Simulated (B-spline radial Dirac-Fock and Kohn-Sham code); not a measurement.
## Fe³⁺: eigenvalues, ΔSCF and the reference

System: the Fe³⁺ ion in the configuration [Ar] 3d3 4s2 (not the ground configuration).

The density-functional columns are spherical, spin-unpolarised Dirac-Kohn-Sham results without Breit or QED terms: −ε is minus the orbital energy of the initial state and ΔSCF the difference of two total energies. The reference in the last column comes from ΔSCF Dirac-Fock with Breit, self-energy and vacuum polarisation, finite nucleus, configuration average. All numbers are from an atomic code on a B-spline grid, in eV; a selection of levels is shown. For the 1s level of heavy atoms much of the gap between ΔSCF and the reference is the Breit and QED part, -11.4 eV here; for other levels the error of the functional can be larger.

| level | LDA −ε | LDA ΔSCF | Dirac-Fock |
| --- | --- | --- | --- |
| 1s | 7039.2 | 7199.3 | 7188.8 |
| 2s | 877.8 | 907.7 | 929.7 |
| 2p1/2 | 766.1 | 801.0 | 801.8 |
| 2p3/2 | 753.6 | 788.1 | 789.6 |
| 3s | 147.8 | 159.5 | 168.3 |
| 3p1/2 | 114.7 | 126.1 | 126.9 |
| 3p3/2 | 113.0 | 124.4 | 125.2 |
| 3d | 59.11 | 70.05 | 68.39 |
| 4s | 36.93 | 42.07 | 39.47 |

Values without a named source are computed, but for edge energies of neutral atoms, which are taken from tables.
